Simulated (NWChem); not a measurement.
System: CF2, triplet; SMILES [C](F)F

Input file for NWChem:

```
start job
memory heap 200 mb stack 900 mb global 1100 mb
geometry units angstroms noautoz
  F      1.147626     0.000000    -0.164026
  C      0.000000     0.000000     0.497241
  F     -1.147626     0.000000    -0.164026
end
basis spherical
  * library def2-tzvp
end
dft
  odft
  mult 3
  xc r2scan
  iterations 150
  mulliken
end
task dft energy
```

In the optimisation the excess spin sits in a1 and b2 (C2v, its own frame). Structure relaxed at the B3LYP/6-31G* (spherical d), spin-unrestricted level. No stability test was run on the SCF state.

What results follow from this input? (r2SCAN/def2-TZVP, spin-unrestricted.) Quantities: energy (Ha); highest occupied level (eV); lowest empty minus highest occupied level, either spin (eV); dipole (D); <S²>.

energy (Ha): -237.63
highest occupied level (eV): -5.03
lowest empty minus highest occupied level, either spin (eV): 0.88
dipole (D): 0.37
<S²>: 2.01
